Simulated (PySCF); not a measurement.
## Radial density of Sb²⁺ (antimony, charge +2)

UHF, [Kr] 4d10 5s2 5p1, 2P determinant. All numbers are calculated (PySCF 2.14, scalar relativity through the core potential, in cc-pVTZ-PP with ECP28MDF (5s4p3d1f, 39 functions)). This is the valence pseudo-density: the core potential removes the inner electrons and smooths the orbitals near the nucleus.

```
r (bohr)  4πr²ρ (e/bohr)  4πr²(ρα − ρβ)
 0.00430       2.618e-05         0.0000
 0.00723       6.866e-05         0.0000
  0.0122       0.0001610         0.0000
  0.0204       0.0003144         0.0000
  0.0344       0.0005342         0.0000
  0.0578       0.0008755         0.0000
  0.0973        0.003375         0.0000
   0.164         0.03477         0.0000
   0.275          0.5513         0.0013
   0.463           8.232         0.0362
   0.779           24.66         0.0450
    1.31           8.878         0.1003
    2.20           2.075         0.5334
    3.71          0.2756         0.1478
    6.23        0.003347         0.0027
    10.5       2.366e-05         0.0000
```

Energies and moments cover only the electrons outside the core potential.
